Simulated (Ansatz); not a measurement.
`OC[SiH2]O`, relaxed with RKS PBE0-D4/def2-TZVP in Ansatz from a PBE-D4/def2-SVP geometry. The force threshold is 0.005 eV/Å; the program also tests the step.

Total charge 0; spin multiplicity 1.

Start:

```xyz
10

O    -0.515   -0.863    1.508
C    -0.244   -1.102    0.128
Si   -0.186    0.591   -0.737
O     0.687    1.569    0.347
H     0.030   -0.087    1.756
H    -1.053   -1.747   -0.278
H     0.710   -1.670   -0.034
H     0.470    0.557   -2.096
H    -1.551    1.204   -0.820
H     1.652    1.548    0.227
```

(1) How much energy does the relaxation release, and in how many steps? (An estimate is asked.)

(2) Which bonds change most? (Best estimate.)

(3) Give the relaxed structure. (Estimate.)

Results:

(1) Computed: 1.65 kcal/mol, in 9 steps.

(2) Ansatz gave: Si3–O4 from 1.701 to 1.658 Å; C2–Si3 from 1.902 to 1.881 Å; C2–H7 from 1.122 to 1.101 Å; Si3–H8 from 1.510 to 1.492 Å.

(3) Computed: 
```xyz
10

O    -0.578   -0.936    1.504
C    -0.240   -1.081    0.130
Si   -0.164    0.603   -0.705
O     0.735    1.596    0.270
H    -0.052   -0.216    1.865
H    -1.015   -1.704   -0.328
H     0.708   -1.626    0.006
H     0.443    0.500   -2.064
H    -1.513    1.213   -0.781
H     1.676    1.651    0.103
```
